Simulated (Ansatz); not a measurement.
Ansatz (a first-principles code) input:

Ansatz 0.2 input:
```yaml
crystal:
  periodic: [false, false, false]
  atoms:
    - {symbol: Se, position_ang: [-0.21568477, 0.07062466, 0.20484246]}
    - {symbol: H, position_ang: [-1.33018741, 0.14921132, -0.80206186]}
    - {symbol: O, position_ang: [1.08293369, -0.31880620, -0.77032271]}
basis:
  gaussian:
    orbitals: STO-3G
magnetization: {spin_polarized: true, initial_magnetization: 1}
correlation: {method: ccsd_t, electrons: outside_noble_gas}
```

Q: Which total energy does the run end on?

A: -2447.97788 Eh (CCSD(T)/STO-3G). The basis has 24 functions.

It need not be the lowest isomer of its formula.
